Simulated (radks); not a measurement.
The numbers below are computed, except where a source is named.
Si3+, 11 electrons, occupied as [He] 2s2 2p4 3s1 4f2 (not the ground configuration).

Code: a radial shooting solver on a logarithmic mesh with Libxc functionals. Model: scalar-relativistic Kohn-Sham, PBE, spin-polarised, spherical densities, point nucleus; open shells are filled with parallel spins first.

Energy parts (Ry):
| part | energy |
|---|---|
| total | -553.67480 |
| kinetic | 555.40022 |
| electron-nucleus | -1258.78625 |
| Hartree | 185.16753 |
| exchange-correlation | -35.45630 |

Orbitals (lengths in bohr, moments of r in powers of bohr; <r^-3> diverges for s and p1/2; r(90%) holds 90 % of the orbital's charge):
orbital,occ.,eigenvalue (Ry),r(90%),<r^-3>,<r^4>
1s up,1,-140.3867,0.199,-,0.0007168
1s down,1,-140.0945,0.198,-,0.0007107
2s up,1,-17.47611,0.829,-,0.1996
2s down,1,-16.89675,0.838,-,0.2075
2p up,3,-14.49992,0.800,57.49,0.1753
2p down,1,-13.85860,0.813,56.33,0.1862
3s up,1,-4.46219,2.25,-,10.92
3p up,0,-3.71216,2.40,8.540,13.89
4s up,0,-1.78091,4.65,-,204.9
4f up,2,-1.02237,5.36,0.04940,343.5

The highest occupied level is 4f up at -13.910 eV. The configuration is held as typed, so some empty levels lie below it. Summed over all electrons, <r^2> = 34.60 bohr^2, which gives a Langevin (diamagnetic) susceptibility term of -27.4 x 10^-6 cm^3/mol.
